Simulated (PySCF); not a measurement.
B(CF3)(H)2 (CH2BF3), SMILES BC(F)(F)F.

Coordinates come from a B3LYP-D3(BJ)/def2-SVP optimisation.

Calculation: CAM-B3LYP/def2-TZVP in PySCF.

Symmetry labels are those of the subgroup Cs that the program uses (full group Cs).

Computed valence orbital energies around the gap with their symmetry:
| orbital | symmetry | energy (eV) |
|---|---|---|
| HOMO−7 | A' | -15.30 |
| HOMO−6 | A' | -15.03 |
| HOMO−5 | A" | -15.01 |
| HOMO−4 | A" | -14.07 |
| HOMO−3 | A' | -14.05 |
| HOMO−2 | A" | -13.40 |
| HOMO−1 | A" | -12.27 |
| HOMO | A' | -11.68 |
| LUMO | A' | -1.63 |
| LUMO+1 | A' | 2.35 |
| LUMO+2 | A' | 2.72 |
| LUMO+3 | A" | 3.31 |
